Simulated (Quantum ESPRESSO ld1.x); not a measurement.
Task: All-electron atom: Hg18+ in [Kr] 4d10 4f14 5s2. All-electron calculation, Dirac Kohn-Sham, PBE, spin-unpolarised, spherical densities, point nucleus. Program: ld1.x of Quantum ESPRESSO 7.5. Some entries of the table are withheld. Estimate them.

orbital,occ.,eigenvalue (eV),<r^2> (bohr^2),<1/r> (bohr^-1)
1s1/2,2,-83467.7,0.0003806,97.68
2s1/2,2,-15119.1,0.005734,24.05
2p1/2,2,(1),0.004051,23.99
2p3/2,4,(2),0.005237,19.42
3s1/2,2,-3892.73,0.03718,8.829
3p1/2,2,-3624.14,0.03386,8.738
3p3/2,4,-3191.76,0.04024,7.544
3d3/2,4,-2748.59,(3),7.444
3d5/2,6,-2655.82,(4),7.174
4s1/2,2,-1162.98,0.1785,3.751
4p1/2,2,-1047.59,0.1814,3.642
4p3/2,4,-942.247,0.2124,3.232
4d3/2,4,(5),0.2205,(6)
4d5/2,6,(7),0.2309,(8)
4f5/2,6,-489.579,0.2474,2.632
4f7/2,8,-485.086,0.2529,2.598
5s1/2,2,(9),0.7474,1.706

Result: 
(1) 2p1/2 eigenvalue (eV): -14521.5
(2) 2p3/2 eigenvalue (eV): -12572.3
(3) 3d3/2 <r^2> (bohr^2): 0.03078
(4) 3d5/2 <r^2> (bohr^2): 0.03251
(5) 4d3/2 eigenvalue (eV): -753.620
(6) 4d3/2 <1/r> (bohr^-1): 3.041
(7) 4d5/2 eigenvalue (eV): -733.754
(8) 4d5/2 <1/r> (bohr^-1): 2.948
(9) 5s1/2 eigenvalue (eV): -479.439
